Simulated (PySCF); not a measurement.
# What a mistake does to a calculation on BCH5N2

Calculated results; nothing here was measured. They come from PySCF 2.14.0, an open-source quantum chemistry program, on an isolated molecule that a program drew, which may never have been made. The molecule is BCH5N2 (charge 0, singlet), drawn as the SMILES string `CNB=N`.

Each row is a Hartree-Fock (HF) and frozen-core CCSD(T) single point in the cc-pVDZ basis, meant for a local HF minimum. Run 1 is clean. Each other run has one planted mistake out of seven kinds, and not every kind appears here: one electron removed, one electron added, multiplicity raised by two, geometry at a saddle point, minimal basis STO-3G, one bond length entered in bohr, all coordinates scaled. The reference is restricted for singlets and unrestricted otherwise, and also for a bond in bohr. Adding or removing an electron swaps singlet and doublet. Electrons count all cores. HOMO and LUMO are orbital energies over both spins, the gradient is its largest component, and the lowest frequency (negative if imaginary) is given only where the gradient is small. Bond lengths are over the 8 bonds as drawn. T1 is the CCSD diagnostic: over 0.02 (restricted) or 0.045 (unrestricted) a single reference is doubtful.

Geometry of the clean run:
```xyz
9
BCH5N2, angstrom
C     0.5413   -0.3608   -1.3460
N    -0.8694   -0.0249   -1.3675
B    -1.5598    0.6017   -0.3493
N    -2.2071    1.0597    0.6279
H     1.0786    0.1246   -2.1639
H     0.6951   -1.4393   -1.4228
H     0.9799   -0.0251   -0.4080
H    -1.3694   -0.2988   -2.1876
H    -2.4819    1.9488    0.9722
```

```
run  electrons  basis functions  <S^2>  HOMO (eV)  LUMO (eV)  gradient (hartree/bohr)  lowest frequency (cm^-1)  mean bond (Å)  longest bond (Å)      T1  HF (hartree)  CCSD(T) (hartree)                     mistake
  1         30               81  0.000     -10.08       4.46                  2.0e-05                        86         1.1692             1.450  0.0140    -174.40130         -175.00641                    no fault
  2         30               81  2.094      -2.46      -0.36                  9.5e-02                         -         1.1692             1.450  0.0541    -174.16195         -174.76743  multiplicity raised by two
  3         30               81  0.000     -10.06       4.23                  4.5e-02                         -         1.2253             1.520  0.0160    -174.38009         -174.99910      all coordinates scaled
  4         29               81  0.854     -16.71      -6.22                  8.1e-02                         -         1.1692             1.450  0.0428    -174.10746         -174.68052                           ?
```

**Which mistake was planted in run 4, and what did it cost?**

It counts 29 electrons, one fewer than the clean run, at the same geometry and basis. So the mistake is: one electron removed. Subtracting run 1 and multiplying by 627.51 kcal/mol a hartree, the energy moved by 184.4 kcal/mol in HF and 204.5 kcal/mol in CCSD(T).

Cautions from the logs. Run 2: T1 is over the limit, so its CCSD(T) energy is less reliable.
